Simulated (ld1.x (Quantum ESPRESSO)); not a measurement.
## Logarithmic derivatives: Fe (Z = 26), ultrasoft

iron, ultrasoft, made with ld1.x (Quantum ESPRESSO) 7.5 (PBE, scalar-relativistic). Core [Ar], reference 3d6 4s1.5 4p0.5. Waves: 4s (bound): rcut 2.10, rcutus 2.25 bohr; 4s channel at 0.4 Ry: rcut 2.10, rcutus 2.25 bohr; 4p (bound): rcut 2.40, rcutus 3.00 bohr; 4p channel at 0.8 Ry: rcut 2.40, rcutus 3.00 bohr; 3d (bound): rcut 1.40, rcutus 1.60 bohr; 3d channel at 0.3 Ry: rcut 1.40, rcutus 1.60 bohr. Local part: all-electron potential smoothed inside 1.45 bohr (lloc = -2). Core correction: Bessel-smoothed model core inside 1.20 bohr. Augmentation charge: built from norm-conserving waves at rcut, not smoothed further.

The phase is arctan(r·u′/u) with u = r·R(r), unwrapped; energies in Ry, scanned from -3 to 5 Ry. A pole is an energy at which the radial function vanishes at the test radius. The pseudo phase is shifted by a multiple of π to meet the all-electron one at the reference energy, and phase errors are pseudo minus all-electron; the curves can meet again beyond the range given. Levels narrower than the energy grid can be missing from the lists of poles.

| channel | radius (bohr) | reference energy (Ry) | poles, all-electron | poles, pseudo | unbroken range about the reference energy with phases within 0.05 rad | phase error 1 Ry above the reference energy (rad) |
| --- | --- | --- | --- | --- | --- | --- |
| s | 3.23 | -0.43 | 0.33 | 0.33 | below 2.3 | +0.000 |
| p | 3.23 | -0.13 | 1.07 | 1.07, 4.87 | below 3.1 | +0.000 |
| d | 3.23 | -0.62 | -0.57, 2.43 | -0.57, 2.35 | below 3.3 | -0.000 |

Phases in the s channel:

| E (Ry) | all-electron | pseudo |
| --- | --- | --- |
| -3.00 | 1.369 | 1.369 |
| -2.76 | 1.357 | 1.357 |
| -2.52 | 1.343 | 1.343 |
| -2.28 | 1.326 | 1.325 |
| -2.04 | 1.304 | 1.304 |
| -1.80 | 1.274 | 1.274 |
| -1.56 | 1.233 | 1.233 |
| -1.32 | 1.169 | 1.169 |
| -1.08 | 1.055 | 1.054 |
| -0.84 | 0.795 | 0.795 |
| -0.60 | 0.012 | 0.012 |
| -0.36 | -0.991 | -0.991 |
| -0.12 | -1.349 | -1.349 |
| 0.12 | -1.497 | -1.497 |
| 0.36 | -1.581 | -1.581 |
| 0.60 | -1.641 | -1.641 |
| 0.84 | -1.692 | -1.692 |
| 1.08 | -1.743 | -1.742 |
| 1.32 | -1.801 | -1.800 |
| 1.56 | -1.877 | -1.874 |
| 1.80 | -1.991 | -1.984 |
| 2.04 | -2.197 | -2.180 |
| 2.28 | -2.644 | -2.594 |
| 2.52 | -3.453 | -3.369 |
| 2.76 | -4.037 | -3.986 |
| 3.00 | -4.299 | -4.269 |
| 3.24 | -4.431 | -4.411 |
| 3.48 | -4.510 | -4.495 |
| 3.72 | -4.563 | -4.551 |
| 3.96 | -4.601 | -4.590 |
| 4.20 | -4.631 | -4.621 |
| 4.44 | -4.655 | -4.646 |
| 4.68 | -4.676 | -4.668 |
| 4.92 | -4.694 | -4.689 |
